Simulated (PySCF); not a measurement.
# Two-component Hartree-Fock for Sc (scandium, neutral)

Start: [Ar] 3d1 4s2; 3d3/2 filled at m_j = +3/2. Calculated with PySCF 2.14 in x2c-QZVPPall-2c: generalised Hartree-Fock with the X2C-1e Hamiltonian and a Gaussian nucleus; one run each with spin-orbit coupling (SO) switched off, then screened by Boettger's factors.

```
spinor shell  electrons  ε, spin-free (eV)  ε, screened SO (eV)  weight of nominal j (screened SO)  rms radius, screened SO (bohr)
       1s1/2          2            -4539.5              -4539.5                              1.000                          0.0844
       2s1/2          2            -524.09              -524.07                              1.000                           0.370
       2p1/2          2            -426.75              -430.10                              1.000                           0.338
       2p3/2          4            -426.75              -425.08                              1.000                           0.341
       3s1/2          2            -70.483              -70.474                              1.000                            1.15
       3p1/2          2            -42.825              -43.853                              0.958                            1.27
       3p3/2          4            -42.825              -42.301                              0.979                            1.27
       3d3/2          1             -9.256               -9.270                              0.950                            1.92
       4s1/2          2             -5.759               -5.759                              0.996                            4.22
```

```tsv
quantity	spin-free	screened SO
E (hartree)	-763.29165	-763.29700
M_J	3/2	3/2
⟨J²⟩	4.237	4.008
⟨L²⟩	6.039	6.039
⟨S²⟩	0.767	0.767
```

Each row is a mean over spinors that exchange with the open shell spreads, by up to 3.422 eV (3p1/2).

⟨J²⟩ departs a little from M_J(M_J + 1) because the unrestricted spinors polarise the closed shells.

Without spin-orbit coupling the j labels of p, d and f shells carry no meaning; the spin-free column gives the mean over the occupied spinors of each nl shell, and its ⟨J²⟩ belongs to a mixture of degenerate components.
